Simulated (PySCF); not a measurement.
Computed shifts of a molecule C4H7BO2, HF/pcSseg-1 (PySCF), GIAO, gas phase, equivalent atoms averaged, in ppm (number of nuclei): ¹³C: 224.5 (1), 120.2 (1), 91.7 (1), 2.6 (1). ¹H: 7.95 (1), 5.80 (2), 4.27 (1), 0.69 (3). References: ¹³C against TMS (σ = 192.6 ppm); ¹⁷O against H2O (σ = 333.0 ppm); ¹¹B against BF3 (σ = 102.7 ppm); ¹H against TMS (σ = 31.99 ppm), references at their B3LYP-D3(BJ)/def2-TZVP geometries, non-relativistic. Geometry optimised at B3LYP-D3(BJ)/def2-SVP. The values are those of a single conformer.

Question: Identify the compound among the candidates.
(A) C=C1OB(O)[C@H]1C
(B) CC#CB(O)OC
(C) CC1=CB(O)CO1
(D) C=C=COB(C)O

Answer: D, C=C=COB(C)O
